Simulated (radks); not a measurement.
Values are calculated unless marked as measured or tabulated.
All-electron atom: Ca III in [Ar] (the NIST ground configuration). Code: a radial shooting solver on a logarithmic mesh with Libxc functionals. Model: Dirac Kohn-Sham, PBE, spin-unpolarised, spherical densities, point nucleus. Some entries of the table are withheld. Estimate them.

orbital  occ.  eigenvalue (eV)  <r> (bohr)  r(max) (bohr)
1s1/2       2        -3964.402     0.07684        0.05028
2s1/2       2        -429.7514      0.3641         0.3000
2p1/2       2        -352.5863         (1)         0.2453
2p3/2       4        -348.8986         (2)         0.2473
3s1/2       2         -62.2300       1.152            (3)
3p1/2       2         -43.3156       1.253            (4)
3p3/2       4         -42.9261       1.260            (5)

Answer. 
(1) 2p1/2 <r> (bohr): 0.3260
(2) 2p3/2 <r> (bohr): 0.3286
(3) 3s1/2 r(max) (bohr): 0.9930
(4) 3p1/2 r(max) (bohr): 1.042
(5) 3p3/2 r(max) (bohr): 1.048
